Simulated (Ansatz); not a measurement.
closo-1-NB4 (H on N) (B4NH5), relaxed as a singlet with RKS B3LYP-D4/def2-SVP in Ansatz, starting from the GFN2-xTB geometry. Force threshold 0.02 eV/Å.

Start:

```xyz
10

B    -0.449   -0.479   -0.816
B     0.813    0.642   -0.154
N     0.633   -0.803    0.156
B    -0.784    0.995   -0.193
B    -0.410   -0.105    0.958
H    -0.755   -1.231   -1.658
H     1.877    1.111   -0.276
H     1.249   -1.586    0.308
H    -1.499    1.903   -0.369
H    -0.675   -0.448    2.044
```

```json
{"step": "1", "energy (eV)": "-4274.3002", "largest force component (eV/Å)": "0.594", "SCF passes": "23"}
{"step": "2", "energy (eV)": "-4274.3867", "largest force component (eV/Å)": "0.317", "SCF passes": "25"}
{"step": "3", "energy (eV)": "-4274.4019", "largest force component (eV/Å)": "0.227", "SCF passes": "25"}
{"step": "4", "energy (eV)": "-4274.4068", "largest force component (eV/Å)": "0.063", "SCF passes": "25"}
{"step": "5", "energy (eV)": "-4274.4070", "largest force component (eV/Å)": "0.008", "SCF passes": "20"}
```

Force components are those of the run's own axes.

End:

```xyz
10

B    -0.4444   -0.5060   -0.8289
B     0.8423    0.6385   -0.1533
N     0.6522   -0.8282    0.1608
B    -0.7827    0.9939   -0.1930
B    -0.4050   -0.1235    0.9805
H    -0.8031   -1.2302   -1.7103
H     1.9018    1.1757   -0.2899
H     1.2715   -1.6145    0.3135
H    -1.5123    1.9204   -0.3730
H    -0.7202   -0.4262    2.0935
```

By distances, no bond broke or formed. The bond that changes most is B1–B5, from 1.81 to 1.85 Å (atoms count from 1).

No frequencies were taken in this run, so the end may be a saddle point.

Hardware: 4 threads of Arm Neoverse V1 on a shared host. Wall time 6.5 s.
